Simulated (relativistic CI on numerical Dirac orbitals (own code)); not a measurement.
**Mn3+ in a cubic cluster: 1s photoemission with charge transfer**

Computed with a charge-transfer multiplet model of a cubic metal-ligand cluster with up to 2 ligand holes, Slater and spin-orbit integrals from Dirac-Coulomb-Breit ions, Slater integrals scaled by 0.8. The ground state mixes d4 with configurations of k ligand holes L, whose averages lie at kΔ + k(k − 1)U_dd/2; a core hole lowers each added d electron by U_cd. 20 K, Lorentzian 1.1 eV and Gaussian 0.6 eV FWHM.

Atomic integrals in eV (Slater integrals scaled, ζ unscaled), ground: F2dd 9.084, F4dd 5.682, zeta_d 0.043; with the core hole: F2dd 10.434, F4dd 6.559, zeta_d 0.065, G2cd 0.055.

Cluster parameters (eV): Δ = 4.4, U_dd = 5.1, 10Dq = 1.2, 10Dq(ligand) = 0.2, V(eg) = 3.25, V(t2g) = -1.58, final-state hopping factor = 0.9.

| Case | n_d | d4 | d5L | d6L2 | S |
| --- | --- | --- | --- | --- | --- |
| U_cd = 5.3 eV | 4.52 | 0.54 | 0.41 | 0.05 | 1.99 |
| U_cd = 6.5 eV | 4.52 | 0.54 | 0.41 | 0.05 | 1.99 |
| U_cd = 8.3 eV | 4.52 | 0.54 | 0.41 | 0.05 | 1.99 |

Weights, n_d and S are thermal averages at 20 K. Binding energies count from the first peak over 30 % of the highest in each spectrum, which can be another peak from case to case. The parameters are a model scan and need not match a compound or its usual spin state. Peaks in eV (height, largest 100):
- U_cd = 5.3 eV: 0.0 (100), 10.4 (7)
- U_cd = 6.5 eV: 0.0 (100), 10.5 (13)
- U_cd = 8.3 eV: 0.0 (100), 5.5 (6), 10.8 (22)

Curve for U_cd = 6.5 eV (points under 2 left out, the grid thinned):

```tsv
E (eV)	Intensity
-3.8	2.4
-3.4	3.0
-3.1	3.6
-2.7	4.7
-2.3	6.5
-2.0	8.4
-1.6	12.9
-1.3	18.7
-0.9	34.2
-0.5	65.0
-0.2	91.9
0.2	94.7
0.6	59.8
0.9	36.8
1.3	20.0
1.7	12.2
2.0	9.0
2.4	6.4
2.7	5.2
3.1	4.1
3.5	3.6
3.8	3.4
4.2	3.6
4.6	4.1
4.9	4.3
5.3	4.6
5.7	4.7
6.0	4.6
6.4	3.7
6.7	3.0
7.1	2.6
7.5	2.5
7.8	2.5
8.2	2.5
8.6	2.5
8.9	2.7
9.3	3.6
9.7	5.9
10.0	8.8
10.4	12.5
10.7	12.3
11.1	8.4
11.5	4.8
11.8	3.2
12.2	2.0
```

For the case U_cd = 6.5 eV, Δ = 4.4 eV is smaller than U_dd = 5.1 eV, the charge-transfer side of the Zaanen-Sawatzky-Allen scheme. With the core hole the configuration with one ligand hole lies at Δ − U_cd = -0.9, -2.1, -3.9 eV from the one without, in the order of the table; where this is negative the screened configuration lies lower, though the effective hopping of about 5.3 eV (from the holes of the mixed ground state) mixes the two strongly wherever it is as large as the gap.
